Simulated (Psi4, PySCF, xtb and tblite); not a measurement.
Relaxed torsion scan: SMILES C=Cc1ccc(OC)s1. Scanned: dihedral S9–C6–O7–C8; all other coordinates were relaxed at GFN2-xTB. Points at φ and −φ are mirror images. Heavy atoms are numbered in the order of the SMILES C=Cc1ccc(OC)s1, hydrogens after them in the order of the atoms that carry them; the mirror image has the same energies with the sign of each dihedral reversed.

Methods: GFN2-xTB (xtb and tblite); RKS-B3LYP/LANL2DZ = restricted B3LYP/LANL2DZ, with its core potentials past Ne // GFN2-xTB (PySCF); RHF/3-21G = restricted Hartree-Fock/3-21G, density fitting // GFN2-xTB (PySCF 2.14.0); PBE-D3(BJ)/def2-SVP // GFN2-xTB (Psi4).

Energies relative to the lowest point of each profile, in mEh; the last columns give the difference from PBE-D3(BJ):

```json
[
 {"φ / °": "-160", "GFN2-xTB": "2.9", "RKS-B3LYP/LANL2DZ": "0.8", "RHF/3-21G": "0.8", "PBE-D3(BJ)/def2-SVP": "0.9", "GFN2-xTB − PBE-D3(BJ)/def2-SVP": "2.0", "RKS-B3LYP/LANL2DZ − PBE-D3(BJ)/def2-SVP": "-0.1", "RHF/3-21G − PBE-D3(BJ)/def2-SVP": "0.0"},
 {"φ / °": "-140", "GFN2-xTB": "4.4", "RKS-B3LYP/LANL2DZ": "2.4", "RHF/3-21G": "2.7", "PBE-D3(BJ)/def2-SVP": "2.9", "GFN2-xTB − PBE-D3(BJ)/def2-SVP": "1.6", "RKS-B3LYP/LANL2DZ − PBE-D3(BJ)/def2-SVP": "-0.5", "RHF/3-21G − PBE-D3(BJ)/def2-SVP": "-0.2"},
 {"φ / °": "-120", "GFN2-xTB": "5.7", "RKS-B3LYP/LANL2DZ": "3.5", "RHF/3-21G": "3.8", "PBE-D3(BJ)/def2-SVP": "4.4", "GFN2-xTB − PBE-D3(BJ)/def2-SVP": "1.4", "RKS-B3LYP/LANL2DZ − PBE-D3(BJ)/def2-SVP": "-0.9", "RHF/3-21G − PBE-D3(BJ)/def2-SVP": "-0.6"},
 {"φ / °": "-100", "GFN2-xTB": "5.9", "RKS-B3LYP/LANL2DZ": "3.5", "RHF/3-21G": "3.7", "PBE-D3(BJ)/def2-SVP": "4.5", "GFN2-xTB − PBE-D3(BJ)/def2-SVP": "1.4", "RKS-B3LYP/LANL2DZ − PBE-D3(BJ)/def2-SVP": "-1.0", "RHF/3-21G − PBE-D3(BJ)/def2-SVP": "-0.8"},
 {"φ / °": "-80", "GFN2-xTB": "5.1", "RKS-B3LYP/LANL2DZ": "3.1", "RHF/3-21G": "3.6", "PBE-D3(BJ)/def2-SVP": "3.9", "GFN2-xTB − PBE-D3(BJ)/def2-SVP": "1.2", "RKS-B3LYP/LANL2DZ − PBE-D3(BJ)/def2-SVP": "-0.8", "RHF/3-21G − PBE-D3(BJ)/def2-SVP": "-0.3"},
 {"φ / °": "-60", "GFN2-xTB": "3.6", "RKS-B3LYP/LANL2DZ": "2.8", "RHF/3-21G": "4.1", "PBE-D3(BJ)/def2-SVP": "3.0", "GFN2-xTB − PBE-D3(BJ)/def2-SVP": "0.7", "RKS-B3LYP/LANL2DZ − PBE-D3(BJ)/def2-SVP": "-0.1", "RHF/3-21G − PBE-D3(BJ)/def2-SVP": "1.1"},
 {"φ / °": "-40", "GFN2-xTB": "2.0", "RKS-B3LYP/LANL2DZ": "2.7", "RHF/3-21G": "4.5", "PBE-D3(BJ)/def2-SVP": "1.6", "GFN2-xTB − PBE-D3(BJ)/def2-SVP": "0.3", "RKS-B3LYP/LANL2DZ − PBE-D3(BJ)/def2-SVP": "1.1", "RHF/3-21G − PBE-D3(BJ)/def2-SVP": "2.9"},
 {"φ / °": "-20", "GFN2-xTB": "0.6", "RKS-B3LYP/LANL2DZ": "2.8", "RHF/3-21G": "4.8", "PBE-D3(BJ)/def2-SVP": "0.5", "GFN2-xTB − PBE-D3(BJ)/def2-SVP": "0.1", "RKS-B3LYP/LANL2DZ − PBE-D3(BJ)/def2-SVP": "2.3", "RHF/3-21G − PBE-D3(BJ)/def2-SVP": "4.3"},
 {"φ / °": "0", "GFN2-xTB": "0.0", "RKS-B3LYP/LANL2DZ": "2.9", "RHF/3-21G": "4.9", "PBE-D3(BJ)/def2-SVP": "0.0", "GFN2-xTB − PBE-D3(BJ)/def2-SVP": "0.0", "RKS-B3LYP/LANL2DZ − PBE-D3(BJ)/def2-SVP": "2.9", "RHF/3-21G − PBE-D3(BJ)/def2-SVP": "4.9"},
 {"φ / °": "20", "GFN2-xTB": "0.6", "RKS-B3LYP/LANL2DZ": "2.8", "RHF/3-21G": "4.8", "PBE-D3(BJ)/def2-SVP": "0.5", "GFN2-xTB − PBE-D3(BJ)/def2-SVP": "0.1", "RKS-B3LYP/LANL2DZ − PBE-D3(BJ)/def2-SVP": "2.3", "RHF/3-21G − PBE-D3(BJ)/def2-SVP": "4.3"},
 {"φ / °": "40", "GFN2-xTB": "2.0", "RKS-B3LYP/LANL2DZ": "2.7", "RHF/3-21G": "4.5", "PBE-D3(BJ)/def2-SVP": "1.6", "GFN2-xTB − PBE-D3(BJ)/def2-SVP": "0.3", "RKS-B3LYP/LANL2DZ − PBE-D3(BJ)/def2-SVP": "1.1", "RHF/3-21G − PBE-D3(BJ)/def2-SVP": "2.9"},
 {"φ / °": "60", "GFN2-xTB": "3.6", "RKS-B3LYP/LANL2DZ": "2.8", "RHF/3-21G": "4.1", "PBE-D3(BJ)/def2-SVP": "3.0", "GFN2-xTB − PBE-D3(BJ)/def2-SVP": "0.7", "RKS-B3LYP/LANL2DZ − PBE-D3(BJ)/def2-SVP": "-0.1", "RHF/3-21G − PBE-D3(BJ)/def2-SVP": "1.1"},
 {"φ / °": "80", "GFN2-xTB": "5.1", "RKS-B3LYP/LANL2DZ": "3.1", "RHF/3-21G": "3.6", "PBE-D3(BJ)/def2-SVP": "3.9", "GFN2-xTB − PBE-D3(BJ)/def2-SVP": "1.2", "RKS-B3LYP/LANL2DZ − PBE-D3(BJ)/def2-SVP": "-0.8", "RHF/3-21G − PBE-D3(BJ)/def2-SVP": "-0.3"},
 {"φ / °": "100", "GFN2-xTB": "5.9", "RKS-B3LYP/LANL2DZ": "3.5", "RHF/3-21G": "3.7", "PBE-D3(BJ)/def2-SVP": "4.5", "GFN2-xTB − PBE-D3(BJ)/def2-SVP": "1.4", "RKS-B3LYP/LANL2DZ − PBE-D3(BJ)/def2-SVP": "-1.0", "RHF/3-21G − PBE-D3(BJ)/def2-SVP": "-0.8"},
 {"φ / °": "120", "GFN2-xTB": "5.7", "RKS-B3LYP/LANL2DZ": "3.5", "RHF/3-21G": "3.8", "PBE-D3(BJ)/def2-SVP": "4.4", "GFN2-xTB − PBE-D3(BJ)/def2-SVP": "1.4", "RKS-B3LYP/LANL2DZ − PBE-D3(BJ)/def2-SVP": "-0.9", "RHF/3-21G − PBE-D3(BJ)/def2-SVP": "-0.6"},
 {"φ / °": "140", "GFN2-xTB": "4.4", "RKS-B3LYP/LANL2DZ": "2.4", "RHF/3-21G": "2.7", "PBE-D3(BJ)/def2-SVP": "2.9", "GFN2-xTB − PBE-D3(BJ)/def2-SVP": "1.6", "RKS-B3LYP/LANL2DZ − PBE-D3(BJ)/def2-SVP": "-0.5", "RHF/3-21G − PBE-D3(BJ)/def2-SVP": "-0.2"},
 {"φ / °": "160", "GFN2-xTB": "2.9", "RKS-B3LYP/LANL2DZ": "0.8", "RHF/3-21G": "0.8", "PBE-D3(BJ)/def2-SVP": "0.9", "GFN2-xTB − PBE-D3(BJ)/def2-SVP": "2.0", "RKS-B3LYP/LANL2DZ − PBE-D3(BJ)/def2-SVP": "-0.1", "RHF/3-21G − PBE-D3(BJ)/def2-SVP": "0.0"},
 {"φ / °": "180", "GFN2-xTB": "2.3", "RKS-B3LYP/LANL2DZ": "0.0", "RHF/3-21G": "0.0", "PBE-D3(BJ)/def2-SVP": "0.0", "GFN2-xTB − PBE-D3(BJ)/def2-SVP": "2.2", "RKS-B3LYP/LANL2DZ − PBE-D3(BJ)/def2-SVP": "0.0", "RHF/3-21G − PBE-D3(BJ)/def2-SVP": "0.0"}
]
```

GFN2-xTB is furthest from PBE-D3(BJ)/def2-SVP at 180 (2.2 mEh, above); its mean absolute difference over the points is 1.1 mEh.

RKS-B3LYP/LANL2DZ is furthest from PBE-D3(BJ)/def2-SVP at 0 (2.9 mEh, above); its mean absolute difference over the points is 0.9 mEh.

RHF/3-21G is furthest from PBE-D3(BJ)/def2-SVP at 0 (4.9 mEh, above); its mean absolute difference over the points is 1.4 mEh.
